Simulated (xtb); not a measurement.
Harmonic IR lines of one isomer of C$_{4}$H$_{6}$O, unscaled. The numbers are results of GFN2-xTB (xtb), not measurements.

```
wavenumber (cm⁻¹)  relative intensity
-----------------  ------------------
125                               5.0
695                               5.6
771                                17
929                                14
938                                15
1030                              3.8
1393                               15
1409                               12
1449                              7.8
1456                              9.8
1643                              100
1741                               92
2747                               75
2991                              5.1
3016                              5.9
3024                               14
3070                               12
3078                              5.8
```

Task: Name which structure gives these lines.
A) `C/C=C/C=O`
B) `C/C=C\C=O`
C) `C=CCC=O`
D) `C=C(C)C=O`

Result: B, `C/C=C\C=O`
